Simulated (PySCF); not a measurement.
Molecule: methylcyclohexane, C7H14.

Geometry:
| atom | x (Å) | y (Å) | z (Å) |
| --- | --- | --- | --- |
| C1 | 2.375 | 0.122 | 0.448 |
| C2 | 0.964 | 0.245 | -0.108 |
| C3 | 0.269 | -1.115 | -0.200 |
| C4 | -1.153 | -1.003 | -0.738 |
| C5 | -1.986 | -0.025 | 0.084 |
| C6 | -1.308 | 1.338 | 0.171 |
| C7 | 0.114 | 1.220 | 0.708 |
| H8 | 2.991 | -0.558 | -0.161 |
| H9 | 2.357 | -0.277 | 1.476 |
| H10 | 2.881 | 1.099 | 0.480 |
| H11 | 1.034 | 0.649 | -1.137 |
| H12 | 0.243 | -1.566 | 0.810 |
| H13 | 0.865 | -1.799 | -0.826 |
| H14 | -1.117 | -0.655 | -1.787 |
| H15 | -1.633 | -1.995 | -0.760 |
| H16 | -2.117 | -0.430 | 1.104 |
| H17 | -2.998 | 0.073 | -0.342 |
| H18 | -1.279 | 1.793 | -0.836 |
| H19 | -1.899 | 2.023 | 0.801 |
| H20 | 0.082 | 0.867 | 1.756 |
| H21 | 0.600 | 2.210 | 0.732 |

Geometry PBE0-D3(BJ)/def2-SVP throughout; GIAO in PySCF 2.14, gas phase, one conformer, non-relativistic; equivalent atoms averaged; functional PBE0.

Problem. How do the shifts δ (against TMS at the same level) depend on the basis set? (a selection of nuclei; ppm; last column core-seconds on shared hosts with different chips, so compare them loosely)

Solution. 
```tsv
basis set	functions	C2	C3/C7	C4/C6	C1	H15/H19	H17	H13/H21	H16	H12/H20	core-s
STO-3G	49	31.0	29.7	26.6	23.5	0.93	0.90	0.87	0.60	0.49	5.3
pcSseg-0	91	31.2	35.8	27.3	27.0	1.45	1.39	1.36	1.01	0.68	6.6
6-31G	91	32.3	35.1	27.1	24.8	1.69	1.60	1.69	1.38	1.18	11
6-31G*	126	31.4	34.0	26.5	23.7	1.66	1.59	1.64	1.28	1.05	15
cc-pVDZ	168	35.5	37.1	29.0	24.9	1.58	1.51	1.51	1.03	0.76	16
def2-SVP	168	31.8	34.8	26.4	24.0	1.47	1.38	1.41	0.92	0.66	15
pcSseg-1	189	34.3	37.2	28.9	24.8	1.60	1.52	1.49	1.03	0.71	26
6-311+G(2d,p)	273	35.3	37.2	28.8	23.7	1.68	1.62	1.60	1.08	0.77	48
aug-cc-pVDZ	287	36.2	36.9	29.1	23.4	1.76	1.70	1.69	1.15	0.84	38
def2-TZVP	301	36.1	38.1	29.7	24.6	1.69	1.63	1.62	1.11	0.81	42
```

Problem. Which nucleus among those listed moves most, in ppm?

Solution. C3/C7 (sp3 CH2 in a ring): from 29.7 ppm with STO-3G to 38.1 ppm with def2-TZVP. The smallest spread is 0.68 ppm, at H12/H20. Proton shifts span only some 12 ppm, so a few tenths of a ppm matter as much there as several ppm in carbon.

Problem. Taking the largest basis, def2-TZVP (301 functions), as the yardstick, rank the others by their worst heavy-atom deviation.

Solution. 6-311+G(2d,p) 1.0 ppm (273 functions), cc-pVDZ 1.0 ppm (168 functions), aug-cc-pVDZ 1.2 ppm (287 functions), pcSseg-1 1.8 ppm (189 functions), 6-31G 3.7 ppm (91 functions), def2-SVP 4.3 ppm (168 functions), 6-31G* 4.7 ppm (126 functions), pcSseg-0 4.8 ppm (91 functions), STO-3G 8.4 ppm (49 functions).

A small basis that lands close on one nucleus may do so by chance; judge by the trend and by all nuclei.
